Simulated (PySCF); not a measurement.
Working with the constants of CoSi

ROHF-CCSD constants of CoSi, doublet, unpaired electrons δ ↑ (basis Co x2c-TZVPPall, Si x2c-TZVPPall; spin-free X2C with a Gaussian nucleus; PySCF 2.14; masses 58.9332 and 27.9769 u):

* ωe: 400.5 cm⁻¹
* ωexe: 2.26 cm⁻¹
* Be: 0.21262 cm⁻¹
* αe: 0.00239 cm⁻¹
* D (centrifugal): 2.4e-07 cm⁻¹
* De to Co (3d7 4s2) + Si: 0.96 eV

Q: Give the vibrational terms G(v) and spacings up to v = 3.

A: G(v) = ωe(v+½) − ωexe(v+½)².

| v | G(v) (cm⁻¹) | G(v) − G(v−1) | Bv (cm⁻¹) |
| --- | --- | --- | --- |
| 0 | 200 |  | 0.2114 |
| 1 | 596 | 396 | 0.2090 |
| 2 | 987 | 391 | 0.2066 |
| 3 | 1374 | 387 | 0.2043 |

Correlated steps freeze 10 core orbitals. The CCSD T1 diagnostic is raised, a sign that a single reference may not be enough here. The state is the lowest single determinant that the PBE0 search found; with open d or f shells the true ground state can be another one.
